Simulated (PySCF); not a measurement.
Isomers of C4H11NO2Si, one GFN2-xTB conformer each. Single-point energies are computed at PBE0/pcSseg-1 (PySCF, gas phase, no added dispersion term), electronic only.

| SMILES | GFN2-xTB relative energy (kJ/mol) |
| --- | --- |
| C=C(C)[Si@@](N)(O)OC | 71.5 |
| CC(=O)O[SiH2]N(C)C | 0.0 |
| [H]/N=C/[C@@H](C)O[SiH2]OC | 66.5 |
| C=CC[Si@@](N)(O)OC | 76.4 |

Conformers: `[CH2:1]=[C:2]([CH3:3])[Si@@:4]([NH2:5])([OH:6])[O:7][CH3:8]` with C1–C2–Si4–N5 21°, C2–Si4–N5–H -71° and 64°, C2–Si4–O6–H 162°, C2–Si4–O7–C8 65°; `[CH3:1][C:2](=[O:3])[O:4][SiH2:5][N:6]([CH3:7])[CH3:8]` with C1–C2–O4–Si5 -178°, C2–O4–Si5–N6 174°, O4–Si5–N6–C7 -175°; `[H]/[N:8]=[CH:7]/[C@H:5]([O:4][SiH2:3][O:2][CH3:1])[CH3:6]` with C1–O2–Si3–O4 -177°, O2–Si3–O4–C5 -177°, Si3–O4–C5–C6 -168°, O4–C5–C7–N8 -145°; `[CH2:1]=[CH:2][CH2:3][Si@@:4]([NH2:5])([OH:6])[O:7][CH3:8]` with C1–C2–C3–Si4 -104°, C2–C3–Si4–N5 -62°, C3–Si4–N5–H -51° and 176°, C3–Si4–O6–H -55°, C3–Si4–O7–C8 -78°.

What does PBE0/pcSseg-1 give for the same structures?

| SMILES | PBE0/pcSseg-1 E (Eh) | PBE0/pcSseg-1 (kJ/mol) | GFN2-xTB (kJ/mol) | point group |
| --- | --- | --- | --- | --- |
| C=CC[Si@@](N)(O)OC | -653.25018 | 0.0 | 76.4 | C1 |
| C=C(C)[Si@@](N)(O)OC | -653.24811 | 5.4 | 71.5 | C1 |
| CC(=O)O[SiH2]N(C)C | -653.21570 | 90.5 | 0.0 | C1 |
| [H]/N=C/[C@@H](C)O[SiH2]OC | -653.17802 | 189.5 | 66.5 | C1 |

GFN2-xTB puts CC(=O)O[SiH2]N(C)C lowest instead; measured from each level's own lowest isomer, the values differ by up to 123.0 kJ/mol ([H]/N=C/[C@@H](C)O[SiH2]OC: 66.5 against 189.5). As drawn, the lowest has an O–H bond, an Si–C bond and a C=C bond outside aromatic rings, which the highest lacks; the highest has a C=N bond, which the lowest lacks. Neighbours under 10 kJ/mol apart (C=CC[Si@@](N)(O)OC and C=C(C)[Si@@](N)(O)OC) can change places with a better method, another conformer or zero-point energy.

Which frontier levels, dipoles and rotational constants go with these structures?

```csv
SMILES,"HOMO (eV, PBE0/pcSseg-1)",LUMO (eV),dipole (D),"A, B, C (MHz)"
C=CC[Si@@](N)(O)OC,-6.97,0.46,0.31,"2560, 1080, 976.4"
C=C(C)[Si@@](N)(O)OC,-7.29,0.08,1.84,"1918, 1350, 1248"
CC(=O)O[SiH2]N(C)C,-6.46,0.27,2.71,"4016, 900.7, 759.1"
[H]/N=C/[C@@H](C)O[SiH2]OC,-7.46,-0.29,1.51,"3850, 790.8, 698.4"
```
